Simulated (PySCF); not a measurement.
r2SCAN on Mo⁺ (molybdenum, charge +1), [Kr] 4d4 5s1, 5s spin antiparallel (an excited configuration). Computed with PySCF 2.14 in def2-QZVPPD with the def2 core potential (28 electrons) (7s5p4d3f2g, 81 functions), with a scalar-relativistic core potential.

```
cycle= 1 E= -67.768041970591  delta_E= -0.0114  |g|= 0.0386  |ddm|= 0.321
cycle= 2 E= -67.7740545440024  delta_E= -0.00601  |g|= 0.0297  |ddm|= 0.262
cycle= 3 E= -67.7764470077827  delta_E= -0.00239  |g|= 0.0202  |ddm|= 0.126
cycle= 4 E= -67.7786550821323  delta_E= -0.00221  |g|= 0.00916  |ddm|= 0.219
cycle= 5 E= -67.7788939420121  delta_E= -0.000239  |g|= 0.00263  |ddm|= 0.068
cycle= 6 E= -67.7789150158866  delta_E= -2.11e-05  |g|= 0.00352  |ddm|= 0.0229
cycle= 7 E= -67.7789269046731  delta_E= -1.19e-05  |g|= 0.0018  |ddm|= 0.0224
cycle= 8 E= -67.7789286678708  delta_E= -1.76e-06  |g|= 5.13e-05  |ddm|= 0.00411
cycle= 9 E= -67.7789286761205  delta_E= -8.25e-09  |g|= 1.5e-05  |ddm|= 0.000736
cycle= 10 E= -67.7789286763204  delta_E= -2e-10  |g|= 1.42e-06  |ddm|= 7.17e-05
converged SCF energy = -67.7789286763204  <S^2> = 4.5335591  2S+1 = 4.3742698
```

Highest occupied orbital energy: -10.800 eV; ⟨L²⟩ = 9.29; populations by l: s 2.60, p 6.00, d 4.40, f 0.00.

Problem. Can this result be used?

Solution. Not for this state. The run converged. ⟨L²⟩ = 9.29 against 6 for a pure D term, so this real determinant mixes terms. Energies and moments cover only the electrons outside the core potential. With the s spin flipped the determinant is a mixture of two multiplicities, not a spectroscopic state. The s, p, d and f populations moved away from the nominal configuration during the SCF.
